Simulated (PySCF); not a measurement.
# Radial density of Bi⁵⁵⁺ (bismuth, charge +55)

UHF, [Ar] 3d10, closed-shell 1S. All numbers are calculated (PySCF 2.14, scalar relativity by spin-free X2C-1e, in an uncontracted even-tempered set (17 s from 14 bohr⁻², ratio 2.5; 13 p from 18 bohr⁻², ratio 2.5; 7 d from 18 bohr⁻², ratio 2.5; 4 f from 77 bohr⁻², ratio 2.7; 3 g from 110 bohr⁻², ratio 2.7)).

```tsv
r (bohr)	4πr²ρ (e/bohr)
0.0144	109.4
0.0242	103.7
0.0407	146.7
0.0684	129.8
0.115	121.8
0.194	88.10
0.326	5.774
0.548	0.01779
```

Densities and radii are taken from the X2C orbitals without a picture-change correction, which distorts them close to the nucleus.

Spin-orbit coupling, which splits the p, d and f shells strongly at this Z, is absent.
